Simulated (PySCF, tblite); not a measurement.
Isomers of C5H8F3OP. Method: GFN2-xTB as coded in tblite; computed harmonic values from a numerical Hessian at the method's own geometry, unscaled. Errors from tens to a few hundred cm⁻¹ against measured bands are possible. Modes of hydrogen on phosphorus can be 10 to 20 % off. One conformer each.

Electronic energies: PBE0-D3(BJ)/def2-SVP at its own geometries (PySCF, gas phase).

```csv
SMILES,"electronic energy, lowest = 0 (kJ/mol)"
C/C=C/[P@@](C)(=O)C(F)(F)F,95.0
O=[P@@H]1CC[C@H](C(F)(F)F)C1,0.0
CC[P@](C)(=O)C(F)=C(F)F,167.7
```

Q: How do GFN2-xTB zero-point energies change the relative energies?

A: 
```csv
SMILES,ZPE (kJ/mol),of it from modes above 1550 cm⁻¹,electronic (kJ/mol),"with ZPE, lowest = 0 (kJ/mol)",lowest mode (cm⁻¹),rings
O=[P@@H]1CC[C@H](C(F)(F)F)C1,334.5,138.4,0.0,0.0,36,1
C/C=C/[P@@](C)(=O)C(F)(F)F,324.5,155.0,95.0,85.1,36,0
CC[P@](C)(=O)C(F)=C(F)F,326.9,154.5,167.7,160.0,32,0
```

The zero-point energies span 10.0 kJ/mol, from `C/C=C/[P@@](C)(=O)C(F)(F)F` to `O=[P@@H]1CC[C@H](C(F)(F)F)C1`. The order is unchanged.

Q: And how do the electronic energies of GFN2-xTB itself compare?

A: `O=[P@@H]1CC[C@H](C(F)(F)F)C1` 0.0; `C/C=C/[P@@](C)(=O)C(F)(F)F` 117.8; `CC[P@](C)(=O)C(F)=C(F)F` 153.9 kJ/mol, lowest = 0. Against the energies above, taken from the same isomer `O=[P@@H]1CC[C@H](C(F)(F)F)C1`, the largest difference is 22.8 kJ/mol. The two levels were optimised apart and needn't hold the same conformer.

Q: What do entropy and thermal enthalpy add at 298.15 K and 1 bar (rigid rotor, harmonic oscillator, one conformer each)?

A: 
```tsv
SMILES	point group	symmetry number	S (J/(mol K))	H − H(0) (kJ/mol)	ZPE + H − H(0) − TS (kJ/mol)
O=[P@@H]1CC[C@H](C(F)(F)F)C1	C1	1	418.8	28.75	238.4
C/C=C/[P@@](C)(=O)C(F)(F)F	C1	1	468.4	35.56	220.5
CC[P@](C)(=O)C(F)=C(F)F	C1	1	467.3	35.55	223.1
```
